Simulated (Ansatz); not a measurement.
`[AlH2][O][SnH2][SiH3]` + `[AlH2][SH]` → `[SiH3][SnH2][SH]` + `[AlH2][O][AlH2]`  (redistribution)

Program: Ansatz. Geometries: PBE0-D4/def2-TZVP. ΔE: electronic, gas phase. CBS: MP2 limit from def2 TZ/QZ plus the TZ coupled-cluster correction, frozen cores. This one scheme is used for every species. Functionals use def2-TZVPP. def2 core potentials past Kr. For Sn outer-core shells are correlated without core-valence functions, which leaves a few kJ/mol of doubt a bond. Each species was taken in one conformer, which may not be the lowest.

| level | ΔE (eV) |
| --- | --- |
| ωB97X-V | -0.73 |
| PBE | -0.71 |
| r2SCAN | -0.74 |
| LC-ωPBE | -0.74 |
| MP2/def2-SVP | -0.75 |
| CCSD(T)/def2-SVP | -0.73 |
| CCSD(T)/def2-TZVPP | -0.75 |
| MP2/def2-QZVPP | -0.79 |

Task: What does CCSD(T)/CBS give? (Best estimate.)

Result: The calculation gave: -0.74 eV. The listed levels differ from it by 0.01, 0.03, 0.00, 0.00, -0.01, 0.01, -0.01, -0.05 eV.

Largest T1 diagnostic among the species: 0.014.

In def2-TZVPP, CCSD(T) changes the Hartree–Fock value by +0.10 eV (the triples alone add +0.03 eV) and MP2 by +0.06 eV. Leaving LDA and LC-ωPBE aside and taking each functional with its dispersion term where it has one, the values, not all of them listed here, spread over 0.14 eV, from BHLYP-D4 to revPBE-D4. From r2SCAN to r2SCAN0 (25 % exact exchange), in def2-TZVPP and without D4, ΔE moves by −0.05 eV.
